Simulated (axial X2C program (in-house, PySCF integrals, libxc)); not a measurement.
# Which molecule has these constants?

Computed with an in-house all-electron X2C program for linear molecules (integrals from PySCF), spin-free (one-electron X2C) or two-component (2c: spin–orbit coupling with atomic mean-field Coulomb and Gaunt terms, which also bring small scalar terms), in Dyall basis sets with cores contracted in-house; open shells are unrestricted.

A two-component PBE0 calculation in a Dyall 3-zeta basis gave Re = 1.884 Å, ωe = 580.3 cm⁻¹, dipole magnitude 1.75 D, Ω = 5/2.

Problem. Which molecule is it?
A. PdB
B. PtB
C. NiB

Solution. C. The others have PtB 1.752 Å and 924.7 cm⁻¹ (Ω = 1/2); PdB 1.773 Å and 762.2 cm⁻¹ (Ω = 1/2).

Each entry is the lowest single determinant of a limited PBE0 search at one distance. De goes to single-determinant-based atoms at the same level (for ions the charge split of lowest energy) and is withheld (n/a) where an atom does not fit its ground term or J level. Main or longest-lived isotopes. Some light 2c atoms are not at their ground J level, so De misses part of their lowering (0.04 eV or less). The functionals have no current term, which raises determinants with orbital currents.
